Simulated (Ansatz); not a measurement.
Coupled-cluster diagnostics for cyclo-(H2GeO)2 (Ge₂O₂H₄), Ansatz.

Geometry of the singlet (PBE-D4/def2-SVP):

```xyz
8

Ge   -0.321   -0.880    0.914
H    -1.506   -1.871    0.760
H     0.446   -1.031    2.255
O     0.786   -0.855   -0.546
Ge    0.321    0.880   -0.914
H    -0.446    1.031   -2.255
H     1.506    1.871   -0.760
O    -0.786    0.855    0.546
```

Correlated methods freeze 20 core orbitals; core or outer-core shells of Ge are correlated, in sets that lack core-valence functions.

**Question.** Estimate the CCSD(T) correlation energy, the shares of MP2 and (T), T1 and the reference's ⟨S²⟩ for: charge 0, singlet, own geometry in def2-TZVP; and the rough time on 4 threads of Intel Xeon 6975P-C on a shared host.

**Answer.** 
| state | basis | correlation (eV) | MP2 share (%) | (T) share (%) | T1 | ⟨S²⟩ (pure) | wall time |
| --- | --- | --- | --- | --- | --- | --- | --- |
| charge 0, singlet, own geometry | def2-TZVP | -27.614 | 95.6 | 3.8 | 0.013 | 0.00 (0.00) | 17 s |
Customary marks for T1 are 0.02 (closed shells), 0.045 (open shells) and about 0.05 (3d metals). T1 stays under 0.02 throughout.
